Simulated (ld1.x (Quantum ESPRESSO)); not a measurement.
# Cutoff test, boron, TM

```json
{
  "Element": "B",
  "Generator": "ld1.x (Quantum ESPRESSO) 7.5",
  "Type": "norm-conserving Troullier–Martins (Kleinman–Bylander form)",
  "Functional": "PBEsol",
  "Relativity": "non-relativistic",
  "Frozen core": "[He]",
  "Valence charge": "3",
  "Reference configuration": "2s1 2p2",
  "Partial waves": "2s (bound): rc 1.35 bohr; 2p (bound): rc 3.10 bohr",
  "Local potential": "the p channel",
  "Core correction": "a·sin(br)/r model core inside 0.80 bohr"
}
```

The pseudo-atom Hamiltonian at the reference potential is diagonalised in spherical Bessel functions j_l(qr) that vanish at 20 bohr, with q² up to the cutoff. All-electron valence levels (Ry): 2s -0.7233, 2p -0.2953.

Question: How do the lowest levels (Ry) of each channel move with the cutoff, and are there ghosts?

Answer:

| cutoff (Ry) | s #1 | s #2 | p #1 | d #1 | d #2 | f #1 | f #2 | Σ f·Δε (mRy) |
| --- | --- | --- | --- | --- | --- | --- | --- | --- |
| 8 | -0.6822 | -0.0118 | -0.2687 | 0.0650 | 0.1590 | 0.1124 | 0.2426 | 94.3 |
| 12 | -0.7011 | -0.0125 | -0.2931 | 0.0650 | 0.1589 | 0.1124 | 0.2426 | 26.7 |
| 15 | -0.7091 | -0.0128 | -0.2951 | 0.0650 | 0.1589 | 0.1124 | 0.2426 | 14.5 |
| 21 | -0.7201 | -0.0134 | -0.2952 | 0.0650 | 0.1589 | 0.1124 | 0.2426 | 3.4 |
| 30 | -0.7222 | -0.0136 | -0.2953 | 0.0650 | 0.1589 | 0.1124 | 0.2426 | 1.1 |
| 40 | -0.7223 | -0.0136 | -0.2953 | 0.0650 | 0.1589 | 0.1124 | 0.2426 | 1.0 |
| 45 | -0.7225 | -0.0136 | -0.2953 | 0.0650 | 0.1589 | 0.1124 | 0.2426 | 0.9 |
| 55 | -0.7229 | -0.0136 | -0.2953 | 0.0650 | 0.1589 | 0.1124 | 0.2426 | 0.4 |
| 400 | -0.7233 | -0.0136 | -0.2953 | 0.0650 | 0.1589 | 0.1124 | 0.2426 | 0.0 |

Result: no extra level below or beside the all-electron valence levels (s, p, d, f tested); 10 mRy is reached at 18 Ry and 1 mRy at 45 Ry.

Its largest configuration-test error is +504 meV.
